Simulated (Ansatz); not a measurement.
`C[Se][SnH3]` → `[CH2]` (triplet) + `[SeH][SnH3]` at 298.15 K and 1 bar (formal loss of a carbene).

Gas-phase electronic energies from Ansatz, PBE0-D4/def2-TZVP geometries. CCSD(T)/CBS is the MP2 limit (def2-TZVPP, def2-QZVPP) plus CCSD(T) − MP2 in def2-TZVPP, frozen cores. This one scheme is used for every species. Triplets are unrestricted, without spin–orbit coupling. Elements past krypton have def2 core potentials. For Se, Sn outer-core shells are correlated without core-valence functions, which leaves a few kJ/mol of doubt a bond. Scalar relativity is left out up to krypton.

| species | CCSD(T)/CBS energy (Eh) | H − E (kJ/mol) | S (J/(mol·K)) |
| --- | --- | --- | --- |
| `C[Se][SnH3]` | -2656.39593 | 172.4 | 356.1 |
| `[CH2]` (triplet) | -39.09499 | 55.4 | 195.3 |
| `[SeH][SnH3]` | -2617.13827 | 89.3 | 315.0 |

H − E and S are ideal-gas, rigid-rotor, harmonic terms from PBE0-D4/def2-TZVP, with the whole ground term of open shells counted as degenerate. 1 Eh = 2625.50 kJ/mol, R = 8.31446 J/(mol·K).

**Question.** By hand: ΔE, ΔH, ΔS and ΔG.

**Answer.** ΔE = (-39.09499) + (-2617.13827) − (-2656.39593) = 0.16267 Eh = 427.1 kJ/mol. Δ(H − E) = 55.4 + 89.3 − 172.4 = -27.7, so ΔH = 399.4 kJ/mol. ΔS = 195.3 + 315.0 − 356.1 = 154.2 J/(mol·K). ΔG = 399.4 − 298.15 × (154.2)/1000 = 353.4 kJ/mol.

**Question.** By hand: the equilibrium constant, and the temperature at which ΔG would vanish if ΔH and ΔS stayed fixed.

**Answer.** log₁₀ K = −ΔG/(RT ln 10) = -61.9. ΔG = 0 at ΔH/ΔS = 2590 K, far beyond where these terms or the molecules hold.

The number of gas molecules changes by +1, which sets the sign of ΔS. A doubt of 5 kJ/mol in ΔE shifts log₁₀ K by 0.9 here. Modes under 60 cm⁻¹, often nearly free rotors, make the harmonic entropy too high. A triplet takes part, so the spin changes. These are equilibria of isolated gas molecules and say nothing of rates. Largest T1 diagnostic: 0.011 (customary marks: 0.02 for closed shells, 0.045 for open ones).
